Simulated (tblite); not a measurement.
Species: C3H7O3Si (doublet state).
Numbering: `[CH2:1][C@H:2]([SiH2:3][OH:4])[C:5](=[O:6])[OH:7]` (hydrogens: H8, H9 on C1; H10 on C2; H11, H12 on Si3; H13 on O4; H14 on O7)

Structure optimised with GFN2-xTB, isolated species. This method treats the open shell by occupation alone, without spin polarisation.

(1) What internal coordinates does the optimisation give?

Results:

(1) 
| bond | length (Å) | order |
| --- | --- | --- |
| C1–C2 | 1.443 | single |
| C2–Si3 | 1.988 | single |
| Si3–O4 | 1.607 | single |
| C2–C5 | 1.467 | single |
| C5=O6 | 1.218 | double |
| C5–O7 | 1.346 | single |
| C1–H8, C1–H9 | 1.071 | single |
| C2–H10 | 1.084 | single |
| Si3–H11 | 1.463 | single |
| Si3–H12 | 1.451 | single |
| O4–H13 | 0.968 | single |
| O7–H14 | 0.970 | single |

Bonds in one row agree within 0.01 Å and their mean is given. Orders are formal, as drawn. A selection of angles:
| angle | degrees |
| --- | --- |
| C2–C1–H8 | 120.4 |
| H8–C1–H9 | 119.4 |
| C1–C2–Si3 | 101.0 |
| C1–C2–C5 | 116.5 |
| C1–C2–H10 | 115.6 |
| Si3–C2–C5 | 99.3 |
| Si3–C2–H10 | 109.8 |
| C5–C2–H10 | 112.3 |
| C2–Si3–O4 | 105.4 |
| C2–Si3–H11 | 108.7 |
| C2–Si3–H12 | 106.6 |
| O4–Si3–H11 | 110.9 |
| O4–Si3–H12 | 110.3 |
| H11–Si3–H12 | 114.5 |
| Si3–O4–H13 | 117.9 |
| C2–C5–O6 | 125.0 |
| C2–C5–O7 | 113.2 |
| O6–C5–O7 | 121.6 |
| C5–O7–H14 | 109.8 |

Dihedral angles: C1–C2–Si3–O4 -68° (synclinal); C1–C2–C5–O6 35° (synclinal); H13–O4–Si3–C2 -19° (synperiplanar); H14–O7–C5–C2 -176° (antiperiplanar).

C5 (carbon bonded to C and 2 O) is planar (angles 125.0°, 121.6° and 113.2°, sum 359.8°, 0.03 Å off the plane of its three neighbours). The 2 C–C bonds span 1.443 Å (C1–C2, drawn single) to 1.467 Å (C2–C5, drawn single), a spread of 0.024 Å. The 2 C–O bonds span 1.218 Å (C5=O6, drawn double) to 1.346 Å (C5–O7, drawn single), a spread of 0.128 Å. Of the pairs four or more bonds apart, those above aside, C5···H13 is among the closest relative to their van der Waals radii: 2.53 Å, 87 % of the sum of Bondi's values. H13 on O4 lies 2.00 Å from O6, 5 bonds away (angle at H 135°; Bondi radii sum to 2.72 Å). Si3 (silicon bonded to C, O and 2 H) is distorted tetrahedral (angles from 105.4° to 114.5°). C1 (carbon bonded to C and 2 H) is planar (angles 120.4°, 120.1° and 119.4°, sum 360.0°, 0.01 Å off the plane of its three neighbours).

Point group: C1 (no symmetry element, even within 0.4 Å). Its GFN2-xTB frequencies are all real (lowest 79 cm⁻¹). Torsions: H–C1–C2–Si3 -93° and 88°, C1–C2–Si3–O4 -68°, C2–Si3–O4–H -19°, C1–C2–C5–O6 35°, C2–C5–O7–H -176°. 3 starts were optimised and ended at 0.00, 1.96 and 3.37 kcal/mol (GFN2-xTB); the lowest of these is shown.

One conformer stands for the species.

All values are computed, not measured.
